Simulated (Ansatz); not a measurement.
One group Y is varied and pulled off as a radical: Y-Sn(OH)3. Isolated molecules, 0 K electronic values unless said otherwise. Each species was relaxed from one start; no search for lower structures was made at this level. In the def2 sets, heavy atoms carry core potentials. Strings in code marks are SMILES.

Method: Ansatz (an electronic-structure program) with PBE-D3(BJ)/def2-TZVP // PBE0-D3(BJ)/def2-SVP. All candidates: neutral, multiplicity 1. 

The HOMO–LUMO gap is 4.71 eV, the LUMO is -1.78 eV and the vertical ionisation energy (Delta-SCF) is 9.02 eV.

Task: Identify which member has these values.
(A) `C=C[CH2][Sn]([OH])([OH])[OH]`
(B) `[OH][Sn]([OH])([OH])[C](F)(F)F`
(C) `C=CC[CH2][Sn]([OH])([OH])[OH]`
(D) `[OH][Sn]([OH])([OH])[CH]1CCCC1`

Result: D, `[OH][Sn]([OH])([OH])[CH]1CCCC1`. The others give `[OH][Sn]([OH])([OH])[C](F)(F)F`: 4.60 eV, -2.63 eV, 10.04 eV; `C=C[CH2][Sn]([OH])([OH])[OH]`: 4.10 eV, -2.09 eV, 8.75 eV; `C=CC[CH2][Sn]([OH])([OH])[OH]`: 4.51 eV, -1.96 eV, 8.80 eV
